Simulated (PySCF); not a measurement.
# WH₄, triplet: molecular constants

All numbers come from PySCF, UPBE0, basis W x2c-TZVPall, H x2c-TZVPall (spin-free X2C, no spin–orbit coupling, density fitting).

The structure is a minimum.

```xyz
5
charge 0 multiplicity 3, angstrom
W     0.0000    0.0000    0.0000
H     0.9795    0.9795    0.9795
H    -0.9795    0.9795   -0.9795
H     0.9795   -0.9795   -0.9795
H    -0.9795   -0.9795    0.9795
```

```
Point group                                                                   : Td
Bond lengths                                                                  : W–H 1.697 Å (×4)
Bond angles                                                                   : H–W–H 109.5° (×6)
Lowest empty level (α)                                                        : -2.15 eV
Enthalpy at 298.15 K above 0 K                                                : 11.89 kJ/mol
Principal polarisabilities                                                    : 46.8, 46.8, 46.8 bohr³
Highest occupied level (α)                                                    : -6.74 eV
Zero-point energy                                                             : 66.8 kJ/mol
Entropy at 298.15 K and 1 bar (electronic part: spin only)                    : 245.5 J/(mol K)
Principal quadrupole moments (Buckingham, traceless) about the centre of mass : 0.00, 0.00, 0.00 D Å
Spin squared ⟨S²⟩                                                             : 2.020
Rotational symmetry number                                                    : 12
Rotational constants                                                          : 2.179, 2.179, 2.179 cm⁻¹
Dipole moment                                                                 : 0.00 D
Heat capacity Cp at 298.15 K                                                  : 54.1 J/(mol K)
```

Harmonic modes (masses in u: W 183.951, H 1.008):
```csv
symmetry,ω (cm⁻¹),"IR (km/mol, summed over degenerate members)",type
t2,583,321,bend
e,682,0.0,bend
t2,2004,610,stretch
a1,2043,0.0,stretch
```

In Td the vibrations span 2t2 + e + a1. The a1, e modes carry no infrared intensity, as symmetry demands.

Charges (e):
```json
{"atom": "W1", "Mulliken": "0.22", "Löwdin": "0.28", "polar tensor": "1.07", "spin (Mulliken)": "2.37", "Mayer order to W1": "–"}
{"atom": "H2,3,4,5", "Mulliken": "-0.05", "Löwdin": "-0.07", "polar tensor": "-0.27", "spin (Mulliken)": "-0.09", "Mayer order to W1": "0.99"}
```

Mulliken populations on W1: s 10.93, p 24.44, d 24.39, f 14.03.

Outer orbital energies (eV). α occupied: -10.74, -9.43, -9.43, -9.43, -6.74, -6.74; empty: -2.15, -2.15, -2.15, 1.38. β occupied: -10.36, -9.17, -9.17, -9.17; empty: -2.04, -2.04, -1.55, -1.55.

Formally W is in oxidation state +4, d2, with 2 unpaired electrons (the high-spin count). The Mulliken spin on W is 2.37. The polar-tensor charge on W, 1.07, is far below the formal one.

This need not be the most stable arrangement of these atoms. Other spin states or occupations of the open shell can lie lower. Spin–orbit coupling, left out here, can matter for elements this heavy.

The final relaxation and frequency run took 52 s on 4 threads of a shared Arm Neoverse V1 host, with 105 basis functions and 6 gradients; the process peaked at 1.4 GiB.
